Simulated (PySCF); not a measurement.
Isomers of C6H12O2Si. Method: PySCF 2.14.0, PBE0-D3(BJ)/def2-SVP geometry optimisation, gas phase. One conformer each; no zero-point energy, no entropy. No frequencies were run at this level. Point groups hold within 0.08 Å.

**Question.** Order them by energy at this level, lowest first, and give relative energies in kcal/mol.
A. `[CH3:1][C:2](=[O:3])[C@@H:4]1[CH2:5][O:6][CH2:7][CH2:8][SiH2:9]1` with C1–C2–C4–C5 -159°, C2–C4–C5–O6 180°, C4–C5–O6–C7 75°, C5–O6–C7–C8 -73°, O6–C7–C8–Si9 55°
B. `[CH2:1]=[CH:2][CH2:3][Si@@:4]([CH3:5])([OH:6])[O:7][CH:8]=[CH2:9]` with C1–C2–C3–Si4 105°, C2–C3–Si4–C5 -63°, C3–Si4–O6–H 170°, C3–Si4–O7–C8 67°, Si4–O7–C8–C9 -5°

**Answer.** B (0.0), A (32.5).

As drawn, the lower has an O–H bond, an Si–O bond and a C=C bond outside aromatic rings, which the higher lacks; the higher has a C=O bond, which the lower lacks.

```
                  SMILES      E (Eh)  E rel (kcal/mol)  dipole (D)  point group       A, B, C (MHz)
    C=CC[Si@@](C)(O)OC=C  -674.93270               0.0        1.28           C1  1905, 915.1, 786.8
CC(=O)[C@@H]1COCC[SiH2]1  -674.88084              32.5        2.80           C1  2417, 975.3, 784.4
```
